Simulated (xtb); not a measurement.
Al(F)(H)(SeH) (AlFH₂Se), SMILES [F][AlH][SeH]. All values are semi-empirical tight-binding results from xtb (GFN2-xTB unless named), good for trends rather than for accurate numbers. The structure is a stationary point at GFN2-xTB. The values are those of a single conformer.

Optimised geometry:

```xyz
5

Al    -0.4770     1.1441     0.0000
F      0.5879     2.3967     0.0000
H     -1.9307     1.5743     0.0000
Se     0.1208    -1.0748     0.0000
H     -1.2654    -1.4755     0.0000
```
Charge 0, spin multiplicity 1.

For metal compounds this method's bond lengths and energies can be far off.

The point group as xtb finds it is Cs and the orbital gap comes out as 3.92 eV. The zero-point energy comes out as 9.7 kcal/mol and the G − E(el) at 298.15 K (modified RRHO) is -8.8 kcal/mol.

Computed atomic charges and the Wiberg bond orders between heavy atoms:
charges (e) Al1 0.45, F2 -0.24, H3 -0.13, Se4 -0.24, H5 0.17. Bond orders Al1–F2 1.29, Al1–Se4 1.25.
